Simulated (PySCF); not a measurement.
This PySCF input asks for the NMR shieldings of SMILES C[S@+]1CCC[C@@H]1CC#N, [C₇H₁₂NS]+; the geometry comes from GFN2-xTB.

```python
import basis_set_exchange as bse
import numpy as np
from pyscf import gto, dft
from pyscf.prop import nmr

atoms = """
C    -1.271431    1.728660    0.302595
S    -1.313536    0.313835   -0.825883
C    -1.579358   -1.054853    0.352643
C    -0.203833   -1.453825    0.853452
C     0.709605   -1.445353   -0.367570
C     0.471667   -0.149330   -1.150246
C     1.476766    0.964280   -0.855357
C     1.735173    1.140706    0.555627
N     1.913581    1.256450    1.677161
H    -2.292630    1.876830    0.645588
H    -0.609657    1.555860    1.144828
H    -0.963346    2.610794   -0.251211
H    -2.260954   -0.725511    1.132926
H    -2.046474   -1.857151   -0.218366
H     0.157010   -0.757625    1.611143
H    -0.241154   -2.444827    1.304175
H     1.754405   -1.519284   -0.066587
H     0.479971   -2.303409   -1.000613
H     0.483970   -0.332127   -2.226968
H     1.164081    1.918140   -1.288598
H     2.427224    0.694682   -1.329210
"""
names = dict.fromkeys(["C", "S", "N", "H"], "pcSseg-1")
basis = {el: gto.basis.parse(bse.get_basis(n, elements=[el], fmt="nwchem")) for el, n in names.items()}
mol = gto.M(atom=atoms, basis=basis, charge=1, verbose=0)
mf = dft.RKS(mol, xc="PBE0")
mf.grids.level = 2
mf.grids.alignment = dft.numint.BLKSIZE   # the property module wants whole blocks of grid points
mf.conv_tol = 1e-9
mf.kernel()

calc = nmr.RKS(mf)   # GIAO
C = mf.mo_coeff
Co = C[:, mf.mo_occ > 0]
resp = mf.gen_response(singlet=True, hermi=2)
def vind(x):   # induced exchange potential for any number of trial vectors
    d = np.einsum("pi,xij,qj->xpq", C, 2 * x.reshape(-1, C.shape[1], Co.shape[1]), Co, optimize=True)
    return np.einsum("xpq,pi,qj->xij", resp(d - d.transpose(0, 2, 1)), C, Co, optimize=True).ravel()
mo1, _ = nmr.rhf.solve_mo1(calc, with_cphf=vind)
sigma = calc.kernel(mo1)
for i, s in enumerate(sigma):   # ppm
    print("%2d %-2s %9.2f" % (i, mol.atom_pure_symbol(i), np.trace(s) / 3))
```

Problem. What does it print?

Solution. 
```
 0 C     161.88
 1 S     376.21
 2 C     132.81
 3 C     153.32
 4 C     147.57
 5 C     124.43
 6 C     166.44
 7 C      65.07
 8 N     -54.12
 9 H      28.87
10 H      27.49
11 H      28.91
12 H      28.22
13 H      28.15
14 H      28.35
15 H      28.82
16 H      28.87
17 H      29.16
18 H      27.52
19 H      29.06
20 H      28.38
```

These numbers come from an equivalent density-fitted implementation of the same equations, which agrees with the script to about 0.01 ppm for H and up to a few tenths of a ppm for heavy atoms, so last digits may differ.

Problem. Turn these shieldings into chemical shifts. References, each an isolated molecule treated in the same way: ¹³C (σ = 186.93 ppm) and ¹H (σ = 31.72 ppm) vs TMS; CS2 for ³³S (σ = 503.73 ppm); ¹⁵N (σ = 267.73 ppm) against NH3.

Solution. Averaging equivalent atoms: C 7: 121.9; C 5: 62.5; C 2: 54.1; C 4: 39.4; C 3: 33.6; C 0: 25.0; C 6: 20.5; S 1: 128; N 8: 321.8; H 18: 4.20; H 13: 3.57; H 12: 3.49; H 14: 3.36; H 20: 3.33; H 9/10/11: 3.29; H 15: 2.89; H 16: 2.85; H 19: 2.66; H 17: 2.56 ppm. Experimental scales use liquid or dissolved standards, which lie at an offset from isolated NH3 (liquid NH3: subtract about 20 ppm). Unscaled 15N shifts of sp2 nitrogen come out 20 to 40 ppm too high even then.

Size and cost of the density-fitted run: 220 basis functions, 60 s wall time on 1 thread of an Intel Xeon, shared host; peak memory 1 GiB.
